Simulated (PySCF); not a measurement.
BCl3H2O2Si, SMILES OB(O)[Si](Cl)(Cl)Cl.

Coordinates come from a B3LYP-D3(BJ)/def2-SVP optimisation. The structure was generated by enumeration, and PubChem lists no compound with its InChIKey, so it may never have been made. Other conformers were not sampled.

These are B3LYP/def2-TZVP in PySCF values and carry that method's errors.

Symmetry labels are those of the subgroup Cs that the program uses (full group Cs).

Computed valence orbital energies around the gap with their symmetry:
| orbital | symmetry | energy (eV) |
|---|---|---|
| HOMO−7 | A' | -10.54 |
| HOMO−6 | A" | -9.90 |
| HOMO−5 | A' | -9.81 |
| HOMO−4 | A" | -9.71 |
| HOMO−3 | A' | -9.31 |
| HOMO−2 | A" | -9.23 |
| HOMO−1 | A" | -8.92 |
| HOMO | A' | -8.49 |
| LUMO | A" | -1.29 |
| LUMO+1 | A' | -0.46 |
| LUMO+2 | A' | -0.14 |
| LUMO+3 | A' | 0.20 |
